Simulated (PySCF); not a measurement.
# Gas-phase XPS of `C=CS(=O)(=O)C=C`, computed

Species: C4H6O2S.
Cartesian coordinates in Å at the PBE0-D3(BJ)/def2-SVP level; atoms count from 1:
```
atom  x, y, z in Å
C1     2.315    0.437    0.023
C2     1.282   -0.396    0.086
S3    -0.080   -0.186   -1.033
O4    -0.421   -1.510   -1.550
O5     0.231    0.932   -1.920
C6    -1.399    0.343    0.030
C7    -2.439   -0.460    0.230
H8     3.189    0.306    0.667
H9     2.305    1.264   -0.694
H10    1.198   -1.261    0.751
H11   -1.289    1.356    0.426
H12   -3.291   -0.144    0.837
H13   -2.456   -1.453   -0.232
```

Computed, not measured: delta-SCF UKS SCAN, pcX-2 on the ionised atom, pcseg-1 elsewhere, spin-free X2C (PySCF). Each binding energy is the total energy of the core-ionised species, with the hole localised on one atom, minus that of the ground state; both are solved self-consistently, so orbital relaxation is included.

Task: Give the core binding energies atom by atom.

Result: 
```
atom(s)                  bonded to    level  binding energy (eV)  2p1/2 (eV)  above the level's lowest (eV)  count
     S3  2 O (double bond) and 2 C     S 1s              2482.62           –                           0.00      1
  O4/O5            S (double bond)     O 1s               537.45           –                           0.00      2
  C2/C6   S, C (double bond) and H     C 1s               291.41           –                          +0.16      2
  C1/C7    C (double bond) and 2 H     C 1s               291.25           –                           0.00      2
     S3  2 O (double bond) and 2 C  S 2p3/2               173.84      175.07                           0.00      1
```

The 2 C 1s values lie within 0.16 eV of each other; Gaussian lines of 0.5 eV full width would blend them into one maximum.

Task: Express the binding energy of O 1s of O4/O5 in atomic units and per mole.

Result: 537.45 eV = 19.7509 Eh = 51856 kJ/mol.

The first atom of each set that the bonding makes equivalent was ionised and stands for the set. Spin–orbit coupling isn't in the SCF: each 2p doublet comes from a relaxed spin-free hole plus a matrix of the shell (mean-field spin–orbit coupling and the ground-state 2p splitting), with 2p3/2 averaged over its two sublevels. 2p1/2 minus 2p3/2 (ligand field included): S 1.23 eV. One conformer (not necessarily the lowest) at the PBE0-D3(BJ)/def2-SVP geometry, without solvent, vibrations or thermal averaging.
